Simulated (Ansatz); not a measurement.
Geometry optimisation, UKS LDA/def2-SVP (Ansatz).

Input file:

```yaml
crystal:
  periodic: [false, false, false]
  atoms:
    - { symbol: Ga, position_ang: [-0.084051, 0.705232, -0.467822] }
    - { symbol: H, position_ang: [-0.025905, -1.6155, 1.142678] }
    - { symbol: Cl, position_ang: [-1.470473, 0.0688, -1.902951] }
    - { symbol: Cl, position_ang: [-0.495737, 2.136229, 1.005172] }
    - { symbol: H, position_ang: [0.524527, -1.346111, 0.773739] }
    - { symbol: F, position_ang: [1.551639, 0.051349, -0.550815] }
magnetization:
  spin_polarized: true
basis:
  gaussian: { orbitals: def2-SVP }
hamiltonian:
  xc: lda
relax:
  f_tol: 0.03
  max_steps: 50
```

Command:

```bash
$ ansatz run input.yaml --threads 2 --pin off --max-ram 3072MiB --backend cpu --events-out ev --progress --plain --runs-dir out
```

Q: Where does it end, and by what steps?

A: It converged. After 6 steps the energy has fallen by 0.194 eV; H2 moved furthest, 0.49 Å.

```tsv
step	energy less start (eV)	largest force component (eV/Å)	accepted
0	0.0000	2.209	yes
1	-0.1404	0.634	yes
2	-0.1767	0.532	yes
3	-0.1779	0.254	yes
4	-0.1922	0.254	yes
5	-0.1939	0.039	yes
6	-0.1944	0.006	yes
```

```xyz
6
Properties=species:S:1:pos:R:3
Ga -0.009 0.526 -0.369
H -0.253 -1.225 0.950
Cl -1.436 -0.110 -1.780
Cl -0.467 1.942 1.120
H 0.506 -1.253 0.717
F 1.659 0.119 -0.638
```

Run time: 15 s on 2 threads of Arm Neoverse V1, with other jobs on the host, peak memory 0.15 GiB.
